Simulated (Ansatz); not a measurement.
Be₄O₄H₁₆. Charge 0, multiplicity 1. Geometry r2SCAN-D4/def2-SVP; atoms count from 1.

```xyz
24

O    -0.5664    1.1471   -1.7696
O     0.3611   -1.9350    0.9433
O    -1.9153    0.3044    0.9998
O     2.1205    0.4840   -0.1741
Be   -0.2847    2.2483   -0.6392
Be   -2.2154   -0.7849   -0.1374
Be    1.8535   -0.6060   -1.3188
Be    0.6465   -0.8576    2.0956
H     0.2086    0.6269   -2.1820
H    -1.3976    0.5571   -1.7149
H    -0.5942   -2.1088    0.6293
H     1.0127   -2.0375    0.1642
H    -1.7357    1.2760    0.7444
H    -1.3691    0.0491    1.8233
H     1.7538    1.4316   -0.2726
H     2.1216    0.2065    0.8079
H    -1.3506    2.5164    0.2077
H     1.0434    2.6223   -0.4923
H    -2.4875   -0.2695   -1.3966
H    -1.9360   -2.0990    0.2098
H     1.9160   -1.9289   -0.9051
H     1.3627   -0.1029   -2.5151
H     1.9235   -0.3149    2.0984
H    -0.4714   -0.4246    2.7942
```

In the singlet geometry the species has come apart into loosely held pieces.

(1) Estimate the Mulliken populations from the PBE0/def2-TZVP orbitals of Ansatz.

(2) And the Mayer bond orders between bonded heavy atoms (over 0.3)?

Results:

(1) 
| atom | charge (e) |
| --- | --- |
| O1 | -0.38 |
| O2 | -0.38 |
| O3 | -0.38 |
| O4 | -0.38 |
| Be5 | 0.03 |
| Be6 | 0.03 |
| Be7 | 0.03 |
| Be8 | 0.03 |
| H9 | 0.29 |
| H10 | 0.29 |
| H11 | 0.29 |
| H12 | 0.29 |
| H13 | 0.29 |
| H14 | 0.29 |
| H15 | 0.29 |
| H16 | 0.29 |
| H17 | -0.11 |
| H18 | -0.11 |
| H19 | -0.11 |
| H20 | -0.11 |
| H21 | -0.11 |
| H22 | -0.11 |
| H23 | -0.11 |
| H24 | -0.11 |
Mulliken values and Mayer orders depend strongly on the basis.

(2) O1–Be5 0.80 (1.60 Å); O2–Be8 0.80 (1.60 Å); O3–Be6 0.80 (1.60 Å); O4–Be7 0.80 (1.60 Å).
